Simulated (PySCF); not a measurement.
ZnHBr, SMILES [Br][ZnH].

Geometry: B3LYP-D3(BJ)/def2-TZVP.

Computed with PBE0/def2-TZVPD (PySCF).

Isolated molecule, no solvent.

```json
{
  "total_energy": "-4353.65207 hartree",
  "point_group": "C∞v",
  "highest_occupied_level": "-8.36 eV",
  "lowest_empty_level": "-0.79 eV",
  "orbital_gap": "7.57 eV",
  "dipole_moment": "1.67 D",
  "quadrupole, principal values (traceless, Buckingham form, about the centre of nuclear charge)": "-3.63, 1.82, 1.82 D·Å",
  "mean_static_polarisability": "48.3 bohr³ (7.15 Å³)",
  "polarisability_principal_values": "40.2, 40.2, 64.5 bohr³"
}
```
